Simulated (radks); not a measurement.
Results of a calculation; reference values are marked as such.
Q: O3+, 5 electrons, occupied as 1s1.5 2s2 2p1 3s0.5 (fractional occupations, a model configuration). Level of theory: Dirac Kohn-Sham, HCTH/407, spin-unpolarised, spherical densities, finite nucleus; open shells fill j = l - 1/2 first; Fermi nuclear charge, rms radius 2.6991 fm (a radial shooting solver on a logarithmic mesh with Libxc functionals). Some entries of the table are withheld. Estimate them.

orbital,occ.,eigenvalue (eV),<r^2> (bohr^2)
1s1/2,1.5,-630.2609,0.05110
2s1/2,2,(1),1.006
2p1/2,1,-75.7657,(2)
3s1/2,0.5,-27.6816,7.479

A: 
(1) 2s1/2 eigenvalue (eV): -89.7020
(2) 2p1/2 <r^2> (bohr^2): 0.8828
